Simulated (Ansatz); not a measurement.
C₂H₅ClOZn, SMILES `CC[O][Zn][Cl]`, relaxed with RKS PBE0-D4/def2-TZVP in Ansatz 0.2.0 from a GFN2-xTB geometry. The force threshold is 0.005 eV/Å; the program also tests the step.

Charge 0, multiplicity 1.

Start:

```xyz
10

C    -0.003   -1.441   -0.346
C    -0.024    0.041   -0.717
O     0.026    0.777    0.474
Zn    0.059    2.441    0.993
Cl    0.037    3.034    2.991
H     0.913   -1.674    0.191
H    -0.849   -1.671    0.296
H    -0.057   -2.044   -1.249
H     0.840    0.271   -1.357
H    -0.942    0.267   -1.276
```

| step | energy (eV) | largest force (eV/Å) | largest move (Å) |
| --- | --- | --- | --- |
| 1 | -65132.6891 | 0.917 | 0.000 |
| 2 | -65132.9297 | 0.765 | 0.197 |
| 3 | -65133.1039 | 0.551 | 0.195 |
| 4 | -65133.2012 | 0.348 | 0.200 |
| 5 | -65133.2810 | 0.166 | 0.200 |
| 6 | -65133.3265 | 0.164 | 0.200 |
| 7 | -65133.3412 | 0.071 | 0.111 |
| 8 | -65133.3468 | 0.260 | 0.177 |
| 9 | -65133.3505 | 0.065 | 0.023 |
| 10 | -65133.3512 | 0.034 | 0.020 |
| 11 | -65133.3513 | 0.017 | 0.002 |
| 12 | -65133.3513 | 0.002 | 0.001 |

End:

```xyz
10

C    -0.004   -1.506   -0.553
C    -0.021    0.003   -0.473
O     0.034    0.390    0.881
Zn    0.039    2.044    1.492
Cl    0.051    3.939    2.359
H     0.908   -1.900   -0.100
H    -0.860   -1.925   -0.020
H    -0.046   -1.836   -1.595
H     0.832    0.409   -1.036
H    -0.932    0.384   -0.957
```

Run time 60 s (4 threads of a server CPU on a shared host); peak host memory 0.65 GiB.
